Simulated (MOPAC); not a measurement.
A run for MOPAC: AM1 on BFH4N2 (SMILES NB(N)F), a point of a torsion scan.

```
AM1 1SCF PRECISE CHARGE=0 THREADS=1
BFH4N2

N      1.16593178 1    -0.46074706 1     0.24604208 1
B     -0.00994684 1     0.24445948 1    -0.14697870 1
N     -1.29493930 1    -0.10969470 1     0.26340367 1
F      0.11250617 1     1.35391091 1    -0.90636230 1
H      1.37497980 1    -0.58733671 1     1.22014214 1
H      2.00498029 1    -0.14672072 1    -0.22071080 1
H     -2.10765233 1     0.39739414 1    -0.03552841 1
H     -1.49749066 1    -0.92876137 1     0.80402971 1
```

It printed:

```
*******************************************************************************
 **                                                                           **
 **                              MOPAC v23.2.5                                **
 **                                                                           **
 *******************************************************************************
 ** MOPAC's Digital Object Identifier: https://doi.org/10.5281/zenodo.6511958 **
 **                                                                           **
 ** Please cite the open-source release paper for use of this MOPAC version:  **
 ** J. E. Moussa and J. J. P. Stewart (2026)                                  **
 ** MOPAC: An open-source semiempirical molecular orbital program             **
 ** J. Open Source Softw., 11(119), 8025, https://doi.org/10.21105/joss.08025 **
 *******************************************************************************

                              AM1 CALCULATION RESULTS

 *******************************************************************************
 *  AM1        - The AM1 Hamiltonian to be used
 *
 *
 *
 *                 CHARGE ON SYSTEM = 0
 *
 *
 *
 *  PRECISE    - TIGHTER CRITERIA TO BE USED
 *  1SCF       - DO 1 SCF AND THEN STOP
 *  THREADS=1  - MULTI-THREADING NOT USED
 *  T=         - A TIME OF 172800.0 SECONDS REQUESTED
 *  DUMP=N     - RESTART FILE WRITTEN EVERY 7200.0 SECONDS REQUESTED
 *******************************************************************************
AM1 1SCF PRECISE CHARGE=0 THREADS=1
 BFH4N2

   ATOM   CHEMICAL          X               Y               Z
  NUMBER   SYMBOL      (ANGSTROMS)     (ANGSTROMS)     (ANGSTROMS)

     1       N          1.16593178  *  -0.46074706  *   0.24604208  *
     2       B         -0.00994684  *   0.24445948  *  -0.14697870  *
     3       N         -1.29493930  *  -0.10969470  *   0.26340367  *
     4       F          0.11250617  *   1.35391091  *  -0.90636230  *
     5       H          1.37497980  *  -0.58733671  *   1.22014214  *
     6       H          2.00498029  *  -0.14672072  *  -0.22071080  *
     7       H         -2.10765233  *   0.39739414  *  -0.03552841  *
     8       H         -1.49749066  *  -0.92876137  *   0.80402971  *



          CARTESIAN COORDINATES

    NO.       ATOM           X           Y           Z

     1         N          1.1659     -0.4607      0.2460
     2         B         -0.0099      0.2445     -0.1470
     3         N         -1.2949     -0.1097      0.2634
     4         F          0.1125      1.3539     -0.9064
     5         H          1.3750     -0.5873      1.2201
     6         H          2.0050     -0.1467     -0.2207
     7         H         -2.1077      0.3974     -0.0355
     8         H         -1.4975     -0.9288      0.8040

  H: (AM1): M.J.S. DEWAR ET AL, J. AM. CHEM. SOC. 107 3902-3909 (1985)
  B: (AM1): M.J.S. DEWAR ET AL, ORGANOMETALLICS, 7, 513-521 (1988)
  N: (AM1): M.J.S. DEWAR ET AL, J. AM. CHEM. SOC. 107 3902-3909 (1985)
  F: (AM1): M.J.S. DEWAR AND E. G. ZOEBISCH, THEOCHEM, 180, 1 (1988).

           Empirical Formula: H4 N2 B F  =     8 atoms



      MOLECULAR POINT GROUP   :   C1


      RHF CALCULATION, NO. OF DOUBLY OCCUPIED LEVELS = 12


 -------------------------------------------------------------------------------
 AM1 1SCF PRECISE CHARGE=0 THREADS=1
 BFH4N2



     1SCF WAS SPECIFIED, SO BFGS WAS NOT USED
     SCF FIELD WAS ACHIEVED


                              AM1 CALCULATION
                                                       MOPAC v23.2.5 Linux




          FINAL HEAT OF FORMATION =       -136.27464 KCAL/MOL =    -570.17308 KJ/MOL


          COSMO AREA              =         92.51 SQUARE ANGSTROMS
          COSMO VOLUME            =         73.86 CUBIC ANGSTROMS

          IONIZATION POTENTIAL    =          9.985408 EV
          HOMO LUMO ENERGIES (EV) =         -9.985  2.390
          NO. OF FILLED LEVELS    =         12
          MOLECULAR WEIGHT        =         61.8534         POINT GROUP:  C1

          MOLECULAR DIMENSIONS (Angstroms)

            Atom       Atom       Distance
            H     7    H     6     4.15260
            H     8    F     4     2.97433
            H     7    H     5     0.88801


          SCF CALCULATIONS        =          1





   ATOM   CHEMICAL          X               Y               Z
  NUMBER   SYMBOL      (ANGSTROMS)     (ANGSTROMS)     (ANGSTROMS)

     1       N          1.16593178  *  -0.46074706  *   0.24604208  *
     2       B         -0.00994684  *   0.24445948  *  -0.14697870  *
     3       N         -1.29493930  *  -0.10969470  *   0.26340367  *
     4       F          0.11250617  *   1.35391091  *  -0.90636230  *
     5       H          1.37497980  *  -0.58733671  *   1.22014214  *
     6       H          2.00498029  *  -0.14672072  *  -0.22071080  *
     7       H         -2.10765233  *   0.39739414  *  -0.03552841  *
     8       H         -1.49749066  *  -0.92876137  *   0.80402971  *

                             CARTESIAN COORDINATES

   1    N        1.165931780    -0.460747060     0.246042080
   2    B       -0.009946840     0.244459480    -0.146978700
   3    N       -1.294939300    -0.109694700     0.263403670
   4    F        0.112506170     1.353910910    -0.906362300
   5    H        1.374979800    -0.587336710     1.220142140
   6    H        2.004980290    -0.146720720    -0.220710800
   7    H       -2.107652330     0.397394140    -0.035528410
   8    H       -1.497490660    -0.928761370     0.804029710


           Empirical Formula: H4 N2 B F  =     8 atoms



      MOLECULAR POINT GROUP   :   C1


                  EIGENVALUES
 -48.66545 -34.13361 -32.25838 -20.61851 -17.62452 -17.27513 -15.50487 -15.00199
 -14.66307 -13.31828 -11.18222  -9.98541   2.39006   3.09673   4.48906   5.05447
   5.89770   6.02708   7.81498   8.19543


              NET ATOMIC CHARGES AND DIPOLE CONTRIBUTIONS

  ATOM NO.   TYPE          CHARGE      No. of ELECS.   s-Pop       p-Pop
    1          N          -0.428559        5.4286     1.52184     3.90672
    2          B           0.291340        2.7087     1.04591     1.66275
    3          N          -0.454459        5.4545     1.45003     4.00442
    4          F          -0.189462        7.1895     1.89246     5.29701
    5          H           0.189072        0.8109     0.81093
    6          H           0.171949        0.8281     0.82805
    7          H           0.209174        0.7908     0.79083
    8          H           0.210946        0.7891     0.78905
 DIPOLE           X         Y         Z       TOTAL
 POINT-CHG.    -0.420    -0.898     1.242     1.590
 HYBRID        -0.006     0.415     0.291     0.507
 SUM           -0.425    -0.483     1.533     1.663


          ATOMIC ORBITAL ELECTRON POPULATIONS

     Atom    s        px        py        pz
    1  N   1.52184   1.10129   1.64374   1.16169
    2  B   1.04591   0.66351   0.52388   0.47537
    3  N   1.45003   1.10739   1.32182   1.57522
    4  F   1.89246   1.95245   1.58051   1.76405
    5  H   0.81093
    6  H   0.82805
    7  H   0.79083
    8  H   0.78905

 **********************
 *                    *
 * JOB ENDED NORMALLY *
 *                    *
 **********************




 == MOPAC DONE ==
```

The run finished.

Cost: around 0.020 core-seconds (rough).
